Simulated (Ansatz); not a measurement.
Molecule: sum formula H4SiNO, charge 0, multiplicity 2. It need not be the lowest isomer of its formula. 
Structure (B3LYP-D3(BJ)/def2-TZVP (Ansatz, a first-principles code) minimum search):
```
Si
O 1 1.6587
N 1 1.7035 2 120.52
H 3 1.0074 1 121.37 2 -89.56
H 3 1.0077 4 111.70 1 -156.91
H 1 1.4801 2 107.61 3 -122.42
H 1 1.4879 6 114.18 2 107.94
```
Charge 0, spin multiplicity 2.

Total electronic energies in hartree. Correlated levels leave the core frozen unless marked. UHF or UKS for open shells. Spin-orbit coupling is left out. Non-relativistic. CBS marks a two-point X^-3 extrapolation of the correlation energy; Hartree-Fock from the larger set.

| level | program | energy (Eh) |
|---|---|---|
| RI-HF/cc-pV(Q+d)Z | Ansatz | -420.68178 |
| SVWN5/def2-TZVPD | Ansatz | -419.75936 |
| PBE-D4/def2-TZVPD | Ansatz + dftd4 | … |
| B3LYP-D4/def2-TZVPD | Ansatz + dftd4 | -421.96305 |
| PBE0/STO-3G | Ansatz | … |
| r2SCAN0/def2-TZVPD | Ansatz | -421.81608 |
| CAM-B3LYP/def2-TZVPD | Ansatz | -421.89140 |
| CCSD(T)/def2-TZVPP | Ansatz | -421.24756 |
| CCSD(T)/CBS(cc-pV(T+d)Z,cc-pV(Q+d)Z) | Ansatz | -421.3305 |

Q: Some entries are withheld; supply them.

A: 
- PBE-D4/def2-TZVPD, energy (Eh): -421.63208
- PBE0/STO-3G, energy (Eh): -416.43517
